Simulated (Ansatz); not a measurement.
Z-matrix (Å, degrees):
```
C
Se 1 1.953
C 1 1.519 2 118.6
H 1 1.087 2 109.9 3 124.8
H 1 1.092 2 104.6 3 -120.1
H 2 1.469 1 95.1 3 -68.7
O 3 1.213 1 119.2 2 159.8
N 3 1.347 1 116.9 2 -22.6
H 8 1.006 3 120.6 1 7.7
H 8 1.005 3 118.4 1 -179.4
```

Total charge 0; spin multiplicity 1.

Question: List the r2SCAN/def2-TZVPP orbital energies in eV (the Gaussian-basis code of Ansatz). (An estimate is asked.)

Answer: Ansatz gave: Occupied: -12334.50, -1575.15, -1412.40, -1412.37, -1412.30, -514.87, -386.11, -275.99, -274.36, -211.27, -154.76, -154.65, -154.41, -55.13, -55.11, -54.93, -54.85, -54.82, -27.48, -24.04, -20.42, -17.49, -15.37, -14.16, -12.38, -11.65, -10.47, -10.42, -9.46, -8.89, -6.96, -6.62, -5.91. Lowest empty: -0.83, -0.54, 0.44, 1.14, 2.21, 2.55, 2.95, 3.79.
